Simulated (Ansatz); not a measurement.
Spectroscopic constants of ZrS, closed-shell singlet (lowest of 2S+1 = 1, 3, 5, 7 at CCSD(T)/def2-TZVPP on PBE0 minima; our sources give no spin for the ground state, which may be another). No spin–orbit coupling.

Constants: fifth-degree fit in 1/R to seven points, most abundant isotopes. In def2 and cc sets the state is the lowest found near the PBE0 minimum, followed along R. The singlet is held restricted.

Correlated levels freeze the inner cores; with def2 sets outer-core shells near the valence are correlated too.

Run with Ansatz (an electronic-structure program) with Gaussian orbitals. Each number belongs to the level named beside it. In def2 rows elements past Kr take small-core potentials, without spin–orbit coupling.

Energies at CCSD/def2-QZVPP:

```csv
R (Å),E (hartree)
1.991484,-444.60503182
2.045019,-444.61454737
2.094271,-444.61927825
2.149946,-444.62079887
2.205622,-444.61900608
2.269864,-444.61367654
2.344812,-444.60411220
```

Problem. With a reduced mass of 23.5848 u, find the minimum, the force constant and the constants.

Solution. A fifth-degree polynomial in 1/R puts the minimum at r_e = 2.1457 Å with force constant 472 N/m. Then ω_e = (1/2πc)√(k/μ) = 583 cm⁻¹ and B_e = h/(8π²cμr_e²) = 0.1553 cm⁻¹; the cubic and quartic terms give α_e = 0.00044 and ω_e x_e = 1.2 cm⁻¹.

Doubts at one or more of the structures used: a restricted determinant that unrestricted orbitals would lower (CCSD/def2-QZVPP).
